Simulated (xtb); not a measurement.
xtb input file for H4O4Ti, SMILES [Ti]([OH])([OH])([OH])[OH], multiplicity 1, GFN2-xTB. 

```
$ xtb mol.xyz --gfn 2 --sp --chrg 0 --uhf 0 --json
$ cat mol.xyz
9

Ti     0.00000000     0.00000000     0.00002198
O      0.84655573    -1.16311912    -0.96669326
H      1.73384596    -1.11883922    -1.33345688
O      1.16238754     0.84733490     0.96756530
H      1.11500118     1.73775912     1.32623913
O     -0.84655569     1.16311916    -0.96669324
H     -1.73384592     1.11883929    -1.33345689
O     -1.16238758    -0.84733495     0.96756522
H     -1.11500123    -1.73775917     1.32623901
```

Log of the run:

```
[banner left out]
          |                Calculation Setup                |
           -------------------------------------------------



           -------------------------------------------------
          |                 G F N 2 - x T B                 |
           -------------------------------------------------

        Reference                      10.1021/acs.jctc.8b01176
      * Hamiltonian:
        H0-scaling (s, p, d)           1.850000    2.230000    2.230000
        zeta-weighting                 0.500000
      * Dispersion:
        s8                             2.700000
        a1                             0.520000
        a2                             5.000000
        s9                             5.000000
      * Repulsion:
        kExp                           1.500000    1.000000
        rExp                           1.000000
      * Coulomb:
        alpha                          2.000000
        third order                    shell-resolved
        anisotropic                    true
        a3                             3.000000
        a5                             4.000000
        cn-shift                       1.200000
        cn-exp                         4.000000
        max-rad                        5.000000


          ...................................................
          :                      SETUP                      :
          :.................................................:
          :  # basis functions                  30          :
          :  # atomic orbitals                  29          :
          :  # shells                           15          :
          :  # electrons                        32          :
          :  max. iterations                   250          :
          :  Hamiltonian                  GFN2-xTB          :
          :  restarted?                      false          :
          :  GBSA solvation                  false          :
          :  PC potential                    false          :
          :  electronic temp.          300.0000000     K    :
          :  accuracy                    1.0000000          :
          :  -> integral cutoff          0.2500000E+02      :
          :  -> integral neglect         0.1000000E-07      :
          :  -> SCF convergence          0.1000000E-05 Eh   :
          :  -> wf. convergence          0.1000000E-03 e    :
          :  Broyden damping             0.4000000          :
          :  net charge                          0          :
          :  unpaired electrons                  0          :
          ...................................................

 iter      E             dE          RMSdq      gap      omega  full diag
   1    -20.0514989 -0.200515E+02  0.649E+00    3.76       0.0  T
   2    -20.1664872 -0.114988E+00  0.408E+00    5.42       1.0  T
   3    -20.1741220 -0.763481E-02  0.204E+00    4.89       1.0  T
   4    -20.1741433 -0.213322E-04  0.519E-01    4.66       1.0  T
   5    -20.1742972 -0.153951E-03  0.320E-01    4.95       1.0  T
   6    -20.1747417 -0.444488E-03  0.145E-01    4.77       1.0  T
   7    -20.1748185 -0.767882E-04  0.266E-02    4.81       1.3  T
   8    -20.1748223 -0.380714E-05  0.792E-03    4.82       4.2  T
   9    -20.1748225 -0.148199E-06  0.136E-03    4.82      24.4  T
  10    -20.1748225 -0.849382E-08  0.107E-04    4.82     312.4  T
  11    -20.1748225 -0.118767E-10  0.730E-06    4.82    4565.1  T

   *** convergence criteria satisfied after 11 iterations ***

         #    Occupation            Energy/Eh            Energy/eV
      -------------------------------------------------------------
         1        2.0000           -0.7292209             -19.8431
       ...           ...                  ...                  ...
        10        2.0000           -0.4511475             -12.2763
        11        2.0000           -0.4389303             -11.9439
        12        2.0000           -0.4387773             -11.9397
        13        2.0000           -0.4369202             -11.8892
        14        2.0000           -0.4314433             -11.7402
        15        2.0000           -0.4220354             -11.4842
        16        2.0000           -0.4219396             -11.4816 (HOMO)
        17                         -0.2447997              -6.6613 (LUMO)
        18                         -0.2273718              -6.1871
        19                         -0.1788342              -4.8663
        20                         -0.1787356              -4.8636
        21                         -0.1617877              -4.4025
       ...                                ...                  ...
        29                          0.7345991              19.9895
      -------------------------------------------------------------
                  HL-Gap            0.1771399 Eh            4.8202 eV
             Fermi-level           -0.3333696 Eh           -9.0714 eV

 SCC (total)                   0 d,  0 h,  0 min,  0.007 sec
 SCC setup                      ...        0 min,  0.000 sec (  1.530%)
 Dispersion                     ...        0 min,  0.000 sec (  0.615%)
 classical contributions        ...        0 min,  0.000 sec (  0.277%)
 integral evaluation            ...        0 min,  0.001 sec ( 18.758%)
 iterations                     ...        0 min,  0.003 sec ( 41.910%)
 molecular gradient             ...        0 min,  0.002 sec ( 33.922%)
 printout                       ...        0 min,  0.000 sec (  2.734%)

         :::::::::::::::::::::::::::::::::::::::::::::::::::::
         ::                     SUMMARY                     ::
         :::::::::::::::::::::::::::::::::::::::::::::::::::::
         :: total energy             -20.057560121275 Eh    ::
         :: gradient norm              0.000336445361 Eh/a0 ::
         :: HOMO-LUMO gap              4.820220683187 eV    ::
         ::.................................................::
         :: SCC energy               -20.174816097805 Eh    ::
         :: -> isotropic ES            0.156139368826 Eh    ::
         :: -> anisotropic ES         -0.000014866789 Eh    ::
         :: -> anisotropic XC         -0.001623036544 Eh    ::
         :: -> dispersion             -0.003864326400 Eh    ::
         :: repulsion energy           0.117255976531 Eh    ::
         :: add. restraining           0.000000000000 Eh    ::
         :: total charge              -0.000000000000 e     ::
         :::::::::::::::::::::::::::::::::::::::::::::::::::::

           -------------------------------------------------
          |                Property Printout                |
           -------------------------------------------------

    * Orbital Energies and Occupations

         #    Occupation            Energy/Eh            Energy/eV
      -------------------------------------------------------------
         1        2.0000           -0.7292209             -19.8431
       ...           ...                  ...                  ...
         4        2.0000           -0.6718899             -18.2831
         5        2.0000           -0.5590565             -15.2127
         6        2.0000           -0.5279402             -14.3660
         7        2.0000           -0.5277213             -14.3600
         8        2.0000           -0.5230072             -14.2318
         9        2.0000           -0.4513565             -12.2820
        10        2.0000           -0.4511475             -12.2763
        11        2.0000           -0.4389303             -11.9439
        12        2.0000           -0.4387773             -11.9397
        13        2.0000           -0.4369202             -11.8892
        14        2.0000           -0.4314433             -11.7402
        15        2.0000           -0.4220354             -11.4842
        16        2.0000           -0.4219396             -11.4816 (HOMO)
        17                         -0.2447997              -6.6613 (LUMO)
        18                         -0.2273718              -6.1871
        19                         -0.1788342              -4.8663
        20                         -0.1787356              -4.8636
        21                         -0.1617877              -4.4025
        22                          0.0012067               0.0328
        23                          0.1015095               2.7622
        24                          0.1018591               2.7717
        25                          0.1167700               3.1775
        26                          0.5612194              15.2716
        27                          0.6509428              17.7131
       ...                                ...                  ...
        29                          0.7345991              19.9895
      -------------------------------------------------------------
                  HL-Gap            0.1771399 Eh            4.8202 eV
             Fermi-level           -0.3333696 Eh           -9.0714 eV

     #   Z          covCN         q      C6AA      α(0)
     1  22 Ti       2.974     1.162   101.347    24.583
     2   8 O        1.532    -0.610    25.502     6.812
     3   1 H        0.822     0.320     0.662     1.277
     4   8 O        1.532    -0.610    25.499     6.812
     5   1 H        0.822     0.320     0.662     1.277
     6   8 O        1.532    -0.610    25.502     6.812
     7   1 H        0.822     0.320     0.662     1.277
     8   8 O        1.532    -0.610    25.499     6.812
     9   1 H        0.822     0.320     0.662     1.277

 Mol. C6AA /au·bohr⁶  :       1046.286346
 Mol. C8AA /au·bohr⁸  :      41182.059990
 Mol. α(0) /au        :         56.938142


Wiberg/Mayer (AO) data.
largest (>0.10) Wiberg bond orders for each atom

 ---------------------------------------------------------------------------
     #   Z sym  total        # sym  WBO       # sym  WBO       # sym  WBO
 ---------------------------------------------------------------------------
     1  22 Ti   4.420 --     6 O    1.057     2 O    1.057     4 O    1.057
                             8 O    1.057
     2   8 O    2.038 --     1 Ti   1.057     3 H    0.847
     3   1 H    0.898 --     2 O    0.847
     4   8 O    2.038 --     1 Ti   1.057     5 H    0.847
     5   1 H    0.898 --     4 O    0.847
     6   8 O    2.038 --     1 Ti   1.057     7 H    0.847
     7   1 H    0.898 --     6 O    0.847
     8   8 O    2.038 --     1 Ti   1.057     9 H    0.847
     9   1 H    0.898 --     8 O    0.847
 ---------------------------------------------------------------------------

Topologies differ in total number of bonds
Writing topology from bond orders to xtbtopo.mol

molecular dipole:
                 x           y           z       tot (Debye)
 q only:       -0.000       0.000      -0.010
   full:        0.000       0.000      -0.014       0.035
molecular quadrupole (traceless):
                xx          xy          yy          xz          yz          zz
 q only:        0.366      -0.009       0.421       0.000       0.000      -0.786
  q+dip:        0.438      -0.014       0.509       0.000       0.000      -0.947
   full:        0.581      -0.017       0.658       0.000       0.000      -1.239


           -------------------------------------------------
          | TOTAL ENERGY              -20.057560121275 Eh   |
          | GRADIENT NORM               0.000336445361 Eh/α |
          | HOMO-LUMO GAP               4.820220683187 eV   |
           -------------------------------------------------

------------------------------------------------------------------------
------------------------------------------------------------------------
 total:
Note: The following floating-point exceptions are signalling: IEEE_UNDERFLOW_FLAG IEEE_DENORMAL
normal termination of xtb
 SCF:
```

The run converged.

Cost: roughly 0.04 core-seconds.
